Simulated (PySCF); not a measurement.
**Ir²⁺: excitation energy**

Ir²⁺ [Xe] 4f14 5d7 (4F) → Ir²⁺ [Xe] 4f14 5d6 6p1 (high-spin determinant), as a difference of total energies. Computed with PySCF 2.14 in x2c-TZVPPall (11s7p7d3f1g, 97 functions), with the spin-free X2C one-electron Hamiltonian (Gaussian nucleus). Correlated levels: valence: [Xe] 4f14 frozen. The calculations carry no spin-orbit coupling.

| method | excitation energy (cm⁻¹) |
| --- | --- |
| UHF | 70213 |
| MP2 (valence) | 75932 |
| SCS-MP2 (valence) | 79187 |
| CCSD (valence) | 75345 |
| CCSD(T) (valence) | 75373 |

A first-order spin-orbit estimate (lowest level to lowest level, LS coupling) adds 0.679 eV.

The basis was made for the ground configuration and has no added diffuse functions, so the excitation energy can come out too high.

The determinant of the upper state mixes LS terms, which raises its energy above the lowest term, most at the Hartree-Fock and MP2 levels.
